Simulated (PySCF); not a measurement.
Species: `CC(C)(C)C[C@H](F)C(=O)Cl`. The columns A, B, C and D hold Mulliken, IAO, Hirshfeld and ESP-fitted charges (e) of one PBE0/pcSseg-1 density (PySCF), in a shuffled order. Coordinates in Å (GFN2-xTB); the density's dipole moment is (-2.84, 0.01, 0.47) D.

```csv
atom,x,y,z,A,B,C,D
C1,-0.875,0.718,1.408,-0.124,-0.574,-0.419,-0.130
C2,-0.814,0.072,0.024,+0.030,+0.748,+0.060,-0.671
C3,-1.846,0.742,-0.890,-0.115,-0.581,-0.415,-0.137
C4,-1.139,-1.419,0.126,-0.118,-0.613,-0.419,-0.144
C5,0.570,0.283,-0.623,-0.074,-0.665,-0.271,-0.119
C6,1.766,-0.208,0.206,+0.062,+0.333,+0.135,+0.201
F7,2.076,0.694,1.190,-0.090,-0.264,-0.310,-0.309
C8,2.940,-0.408,-0.726,+0.175,+0.336,+0.344,+0.239
O9,3.132,-1.373,-1.391,-0.201,-0.362,-0.352,-0.294
Cl10,3.997,0.982,-0.817,-0.041,-0.093,-0.051,-0.074
H11,-1.884,0.651,1.806,+0.041,+0.126,+0.137,+0.110
H12,-0.203,0.225,2.105,+0.032,+0.144,+0.139,+0.117
H13,-0.596,1.768,1.353,+0.039,+0.154,+0.141,+0.113
H14,-2.846,0.613,-0.483,+0.042,+0.142,+0.139,+0.114
H15,-1.651,1.808,-0.978,+0.041,+0.138,+0.137,+0.112
H16,-1.824,0.303,-1.885,+0.041,+0.136,+0.136,+0.110
H17,-0.476,-1.928,0.821,+0.038,+0.141,+0.130,+0.108
H18,-1.053,-1.900,-0.845,+0.041,+0.139,+0.137,+0.113
H19,-2.157,-1.551,0.485,+0.044,+0.153,+0.142,+0.116
H20,0.590,-0.236,-1.583,+0.043,+0.204,+0.147,+0.143
H21,0.727,1.348,-0.807,+0.039,+0.176,+0.149,+0.140
H22,1.554,-1.164,0.701,+0.055,+0.081,+0.162,+0.143
```

Q: Which column most likely holds the ESP-fitted charges?

A: B. Σ q r misses the density's dipole by 0.07 D (B), 0.85 D (C), 1.16 D (A), 1.30 D (D). Charges fitted to the outside potential are the only set here that is tied to the molecule's multipoles.

Q: And the Hirshfeld charges?

A: A. The mean sizes are 0.069 e (A), 0.171 e (D), 0.203 e (C), 0.287 e (B), and Hirshfeld charges are commonly the smallest of these schemes.

As computed, A = Hirshfeld, B = ESP-fitted, C = IAO, D = Mulliken. Hydrogens on carbon: Hirshfeld +0.03 to +0.06, ESP-fitted +0.08 to +0.20, IAO +0.13 to +0.16, Mulliken +0.11 to +0.14 e.

The Hirshfeld scheme weights the molecular density at each point by an atom's share of the summed free-atom densities. The IAO scheme projects the occupied orbitals on a minimal set of polarised atomic orbitals and counts the electrons in each atom's part of it.

Isolated species at its GFN2-xTB geometry (one conformer only).

The values belong to the conformer `[CH3:1][C:2]([CH3:3])([CH3:4])[CH2:5][C@H:6]([F:7])[C:8](=[O:9])[Cl:10]`: C1–C2–C5–C6 56°, C2–C5–C6–F7 -79°, C5–C6–C8–O9 -83°.
